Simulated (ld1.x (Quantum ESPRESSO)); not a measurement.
**technetium (Tc): one change to an RRKJ potential, before and after**

Tc (Z = 43), norm-conserving RRKJ (Kleinman–Bylander form), made with ld1.x (Quantum ESPRESSO) 7.5 (PBE, scalar-relativistic). Core [Kr], reference 4d5 5s1 5p1. Waves: 5s (bound): rc 2.50 bohr; 5p (bound): rc 3.90 bohr; 4d (bound): rc 1.95 bohr. Local part: the d channel. Core correction: none. rho0 = 0.001.

Change: wave 4d (bound): rc 1.95 bohr becomes 4d (bound): rc 1.62 bohr.

Cutoffs: the cutoffs (Ry, on a coarse ladder) from which the occupation-weighted sum of valence levels, in a spherical-Bessel basis at the reference potential, stays within 10 and 1 mRy of its value at 400 Ry; they do not see the model core or the augmentation charge, which bear on the density cutoff. Errors are all-electron minus pseudo energies relative to the spin-unpolarised reference configuration.

Q: What does the change do?

A: The potential gets harder (40 Ry and 50 Ry → 50 Ry and 55 Ry); both files keep a bound ghost (p, s); the errors of the 6 common tests hardly move; the range in which the d phases agree widens (upper end 2.8 → at the end of the scan). A smaller radius makes the pseudo-wave follow the all-electron one further in, where it bends more sharply, so more plane waves are needed.

| quantity | base | changed |
| --- | --- | --- |
| cutoff, loose | 40 Ry | 50 Ry |
| cutoff, tight | 50 Ry | 55 Ry |
| loose cutoff by channel (10 mRy a level) | s 6 Ry, p 6 Ry, d 35 Ry | s 6 Ry, p 6 Ry, d 40 Ry |
| bound ghosts | s, p | s, p |
| tests counted (converged, no solver errors) | 6 of 7 | 6 of 7 |
| error for 4d5 5s2 5p0, meV [ΔE -3.75 eV] | +2.1 | +2.0 |
| error for 4d5 5s1 5p0, meV [ΔE 4.40 eV] | +2.8 | +2.7 |
| error for 4d5 5s0 5p0, meV [ΔE 19.25 eV] | +66 | +65 |
| error for 4d4 5s0 5p0, meV [ΔE 47.96 eV] | +193 | +196 |
| error for 4d5 5s1.5 5p0, meV [ΔE -0.47 eV] | +0.1 | +0.1 |
| error for 4d4 5s2 5p0, meV [ΔE 7.89 eV] | -47 | -47 |
| s: phases at 4.24 bohr within 0.05 rad from the reference energy up to (Ry; the scan ends near 5) | 0.8 | 0.7 |
| p: phases at 4.24 bohr within 0.05 rad from the reference energy up to (Ry; the scan ends near 5) | 1.5 | 1.4 |
| d: phases at 4.24 bohr within 0.05 rad from the reference energy up to (Ry; the scan ends near 5) | 2.8 | to the end of the scan |

Base: Tests not counted: 4d4 5s2 5p1 (solver errors, printed error -1.5 eV). Changed file: Tests not counted: 4d4 5s2 5p1 (solver errors, printed error -2.6 eV). A true bound ghost makes a file unfit for plane-wave use even where its test errors are small: the radial tests pick states by their node count and pass the ghost by. Where a test does run into it, the solver fails or the error is huge.
